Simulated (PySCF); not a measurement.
# Ionisation energy of Pd by level of theory

Pd [Kr] 4d10 (1S) → Pd⁺ [Kr] 4d9 (2D), as a difference of total energies. All numbers are calculated (PySCF 2.14, scalar relativity through the core potential, in aug-cc-pVDZ-PP with ECP28MDF (5s5p4d2f, 54 functions)). Correlated levels: valence: 4s2 4p6 frozen. The calculations carry no spin-orbit coupling.

| method | ionisation energy (eV) |
| --- | --- |
| UHF | 6.298 |
| M06-2X | 8.460 |
| BP86 | 8.941 |
| MP2 (valence) | 8.549 |
| SCS-MP2 (valence) | 8.323 |

Q: How much does correlation contribute at MP2 (valence)?

A: 8.549 − (6.298) = 2.251 eV, measured against UHF.

Errors of the correlated levels include the incompleteness of this basis and the frozen core.

For comparison: 8.512 eV (measured; NIST levels, between the centres of gravity of the two terms).
